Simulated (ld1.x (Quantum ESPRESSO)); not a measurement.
# Which change was made? (Se, TM)

- Element: selenium
- Generator: ld1.x (Quantum ESPRESSO) 7.5
- Type: norm-conserving Troullier–Martins (Kleinman–Bylander form)
- Functional: LDA (PZ)
- Relativity: scalar-relativistic
- Frozen core: [Ar] 3d10
- Valence charge: 6
- Reference configuration: 4s2 4p4
- Partial waves: 4p (bound): rc 1.50 bohr; 4d channel at -0.15 Ry: rc 1.25 bohr; 4s (bound): rc 1.45 bohr
- Local potential: the s channel
- Core correction: a·sin(br)/r model core inside 0.65 bohr

Cutoffs, loose and tight: the cutoffs (Ry, on a coarse ladder) from which the occupation-weighted sum of valence levels, in a spherical-Bessel basis at the reference potential, stays within 10 and 1 mRy of its value at 400 Ry. They do not see the model core or the augmentation charge, which bear on the density cutoff. Test errors are all-electron minus pseudo excitation energies from the reference, over the configurations 4s2 4p3; 4s2 4p2; 4s2 4p1; 4s2 4p3.5; 4s1 4p5; 4s2 4p4.3; 4s1 4p4 (two spin-polarised tests are not counted in the largest error); variants that change the core or the reference have their own tests.

The base gives: outcome: generated; cutoff, loose: 45 Ry; cutoff, tight: 80 Ry; bound ghosts: p, d; largest test error (meV): -57.

After one change the result is: outcome: generated; cutoff, loose: 200 Ry; cutoff, tight: over 300 Ry; bound ghosts: p; largest test error (meV): -105. Which change was it?
A. local potential all-electron potential smoothed inside 1.05 bohr (lloc = -1)
B. wave 4p (bound): rc 1.50 bohr becomes 4p (bound): rc 1.12 bohr
C. non-relativistic
D. all radii but the core radius scaled by about 0.75 (s 1.08, p 1.12, d 0.94 bohr)

D. The others give: wave 4p (bound): rc 1.50 bohr becomes 4p (bound): rc 1.12 bohr → outcome: generated; cutoff, loose: 200 Ry; cutoff, tight: 300 Ry; bound ghosts: d, p; largest test error (meV): -127 | local potential all-electron potential smoothed inside 1.05 bohr (lloc = -1) → outcome: generated; cutoff, loose: 40 Ry; cutoff, tight: 80 Ry; bound ghosts: d, s; largest test error (meV): -37 | non-relativistic → outcome: generated; cutoff, loose: 40 Ry; cutoff, tight: 80 Ry; bound ghosts: p, d; largest test error (meV): -90.
